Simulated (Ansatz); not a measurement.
`O[CH2][GeH2][SiH3]` + H₂ → `O[CH2][GeH3]` + SiH₄  (hydrogenolysis of a Ge–Si bond)

Computed with Ansatz on PBE0-D4/def2-TZVP structures; ΔE is electronic, products minus reactants. CCSD(T)/CBS is the MP2 limit (def2-TZVPP, def2-QZVPP) plus CCSD(T) − MP2 in def2-TZVPP, frozen cores. This one scheme is used for every species. DFT in def2-TZVPP. B3LYP here is the variant with VWN-RPA as its local correlation; programs differ in this. For Ge outer-core shells are correlated without core-valence functions, which leaves a few kJ/mol of doubt a bond. Scalar relativity is left out up to krypton. Each species was taken in one conformer, which may not be the lowest.

`O[CH2][GeH2][SiH3]`:

Cartesian coordinates in Å:
```
O 2.530 0.055 -0.765
C 1.321 0.589 -0.263
Ge -0.016 -0.860 -0.200
Si -2.084 -0.019 0.634
H 3.187 0.755 -0.799
H 0.931 1.394 -0.900
H 1.441 0.994 0.751
H 0.504 -1.985 0.712
H -0.209 -1.427 -1.618
H -3.105 -1.099 0.688
H -2.593 1.069 -0.244
H -1.905 0.533 2.004
```

H₂:

Cartesian coordinates in Å:
```
H 0.088 0.362 -0.020
H -0.088 -0.362 0.020
```

`O[CH2][GeH3]`:

Z-matrix (Å, degrees):
```
C
Ge 1 1.968
O 1 1.415 2 108.0
H 1 1.098 2 108.5 3 -121.7
H 1 1.098 2 108.5 3 121.7
H 2 1.536 1 110.0 3 -60.7
H 2 1.540 1 108.6 3 179.8
H 2 1.536 1 110.0 3 60.2
H 3 0.960 1 108.8 2 180.0
```

SiH₄:

Z-matrix (Å, degrees):
```
Si
H 1 1.485
H 1 1.485 2 109.5
H 1 1.485 2 109.5 3 -120.0
H 1 1.485 2 109.5 3 120.0
```

```tsv
level	ΔE (kJ/mol)	difference from CCSD(T)/CBS
PBE-D4	6.6	9.6
r2SCAN-D4	0.5	3.5
PBE0-D4	1.2	4.2
B3LYP-D4	-5.1	-2.1
ωB97X-V	-8.2	-5.2
ωB97M-V	-7.7	-4.7
B2PLYP	-11.4	-8.4
PBE	0.9	3.9
r2SCAN	-1.1	1.9
PBE0	-4.1	-1.1
B3LYP	-14.4	-11.4
HF/def2-TZVPP	-35.7	-32.7
MP2/def2-TZVPP	-3.8	-0.8
SCS-MP2/def2-TZVPP	-11.6	-8.6
CCSD/def2-TZVPP	-11.9	-8.9
CCSD(T)/def2-TZVPP	-6.9	-3.9
HF/def2-QZVPP	-36.4	-33.4
MP2/def2-QZVPP	-1.8	1.2
SCS-MP2/def2-QZVPP	-10.0	-7.0
HF/CBS(def2)	-36.6	-33.6
MP2/CBS(def2)	0.1	3.1
CCSD/CBS(def2)	-7.9	-4.9
CCSD(T)/CBS	-3.0	0
```

Largest T1 diagnostic among the species: 0.011.

The D4 term adds +9.2 kJ/mol with B3LYP and +5.3 kJ/mol with PBE0; it sums over pairs of atoms, weighted by their polarisabilities, and B3LYP, whose exchange is more repulsive, gets the larger term. From PBE to PBE0 (25 % exact exchange), in def2-TZVPP and without D4, ΔE moves by −4.9 kJ/mol. In def2-TZVPP, CCSD(T) changes the Hartree–Fock value by +28.8 kJ/mol (the triples alone add +4.9 kJ/mol) and MP2 by +31.9 kJ/mol.
